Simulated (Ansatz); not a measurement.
`[OH][Zr]([OH])([OH])[F]` + HI → `[OH][Zr]([OH])([OH])[I]` + H–F  (ligand exchange at a Zr–F bond)

Calculated with Ansatz (gas phase, PBE0-D4/def2-TZVP geometries, no zero-point term in ΔE). CBS: MP2 limit from def2 TZ/QZ plus the TZ coupled-cluster correction, frozen cores. This one scheme is used for every species. Functionals use def2-TZVPP. HSE06 is defined as in plane-wave codes. def2 core potentials past Kr. For I, Zr outer-core shells are correlated without core-valence functions, which leaves a few kJ/mol of doubt a bond. Each species was taken in one conformer, which may not be the lowest.

`[OH][Zr]([OH])([OH])[F]`:

```xyz
8

O     1.413    0.914   -0.731
Zr    0.068   -0.335   -0.169
O     0.141   -0.586    1.733
O    -1.674    0.277   -0.696
F     0.407   -2.023   -1.022
H     2.086    1.583   -0.807
H    -0.001   -0.593    2.674
H    -2.440    0.762   -0.985
```

HI:

Cartesian coordinates in Å:
```
I 0.585 -0.260 -0.488
H -0.585 0.260 0.488
```

`[OH][Zr]([OH])([OH])[I]`:

```xyz
8

O    -1.712    0.120   -0.663
Zr   -0.020   -0.212    0.154
O     1.299   -0.545   -1.184
O     0.495    1.281    1.224
I    -0.232   -2.442    1.774
H    -2.549    0.501   -0.912
H     1.743   -0.706   -2.011
H     0.977    2.003    1.617
```

H–F:

Z-matrix (Å, degrees):
```
F
H 1 0.920
```

| level | ΔE (kcal/mol) |
| --- | --- |
| HSE06-D4 | 2.8 |
| ωB97M-V | 5.5 |
| CCSD(T)/def2-TZVPP | 3.0 |
| MP2/CBS(def2) | -0.3 |

Question: What does CCSD(T)/CBS give? (An estimate is asked.)

Answer: Computed: +2.6 kcal/mol. The listed levels differ from it by 0.2, 2.9, 0.4, -2.9 kcal/mol.

Largest T1 diagnostic among the species: 0.017.

From PBE to PBE0 (25 % exact exchange), in def2-TZVPP and without D4, ΔE moves by −2.1 kcal/mol. In def2-TZVPP, CCSD(T) changes the Hartree–Fock value by −1.4 kcal/mol (the triples alone add −0.8 kcal/mol) and MP2 by −4.2 kcal/mol. At CCSD(T), def2-SVP lies +5.7 kcal/mol from the extrapolated value and def2-TZVPP +0.5 kcal/mol.
